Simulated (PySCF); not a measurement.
C3H7ClSi, SMILES C(=C\[SiH2]Cl)/C. Geometry: PBE-D3(BJ)/def2-SVP. The structure was generated by enumeration; whether it is a known compound was not checked. One conformer was computed; it need not be the lowest.

Give the equilibrium geometry at PBE-D3(BJ)/def2-SVP (PySCF confirms it by a frequency run) as bond lengths and angles. (Estimate from the structure and the level; the computed values follow.)

One answer among several that fit: 
Atoms: C1 C2 C3 Si4 Cl5 H6 H7 H8 H9 H10 H11 H12. Bond lengths (Å): C1–C2 1.497, C1–H6 1.112, C1–H7 1.108, C1–H8 1.112, C2–C3 1.353, C2–H9 1.108, C3–Si4 1.860, C3–H10 1.107, Si4–Cl5 2.094, Si4–H11 1.502, Si4–H12 1.502. Angles (°): C2–C1–H6 110.7, C2–C1–H7 112.1, C2–C1–H8 110.9, H6–C1–H7 108.5, H6–C1–H8 105.9, H7–C1–H8 108.5, C1–C2–C3 126.0, C1–C2–H9 115.4, C3–C2–H9 118.6, C2–C3–Si4 122.3, C2–C3–H10 118.4, Si4–C3–H10 119.3, C3–Si4–Cl5 110.6, C3–Si4–H11 109.2, C3–Si4–H12 111.9, Cl5–Si4–H11 108.4, Cl5–Si4–H12 106.3, H11–Si4–H12 110.2.
Charge 0, spin multiplicity 1.
